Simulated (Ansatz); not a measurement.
Reactions of C2H7BClN (`CNB(C)Cl`).

Calculated with Ansatz (gas phase, PBE0-D4/def2-TZVP geometries, no zero-point term in ΔE). CCSD(T)/CBS adds triple-zeta CCSD(T) − MP2 to the extrapolated MP2 energy (def2 sets, frozen cores). This one scheme is used for every species. DFT in def2-TZVPP. Elements past krypton have def2 core potentials. For Sn, Ta outer-core shells are correlated without core-valence functions, which leaves a few kJ/mol of doubt a bond. Each species was taken in one conformer, which may not be the lowest.

```json
{"reaction": "`CNB(C)Cl` + `[NH]=[Ta]([NH2])([NH2])[NH2]` → `C[N]=[Ta]([NH2])([NH2])[NH2]` + `CNBCl`", "CCSD(T)/CBS(def2) (kJ/mol)": "?"}
{"reaction": "`CNB(C)Cl` + `CC1=CCCC1` → `CC1=C(C)CCC1` + `CB(N)Cl`", "CCSD(T)/CBS(def2) (kJ/mol)": "-45"}
{"reaction": "`CNB(C)Cl` + CH₄ → `CB(C)Cl` + CH₃NH₂", "CCSD(T)/CBS(def2) (kJ/mol)": "137"}
{"reaction": "`CNB(C)Cl` + `CNB[SiH3]` → `CN(C)B[SiH3]` + `CNBCl`", "CCSD(T)/CBS(def2) (kJ/mol)": "71"}
{"reaction": "`CNB(C)Cl` + `[OH][Sn]([OH])([Cl])[Cl]` → `C[O][Sn]([OH])([Cl])[Cl]` + `CB(N)Cl`", "CCSD(T)/CBS(def2) (kJ/mol)": "24"}
```

**Question.** Fill in the missing values. (An estimate is asked.)

**Answer.** The calculation gave: `CNB(C)Cl` + `[NH]=[Ta]([NH2])([NH2])[NH2]` → `C[N]=[Ta]([NH2])([NH2])[NH2]` + `CNBCl`: +65.8 kJ/mol.

Largest T1 diagnostic: 0.018, for `[NH]=[Ta]([NH2])([NH2])[NH2]`.
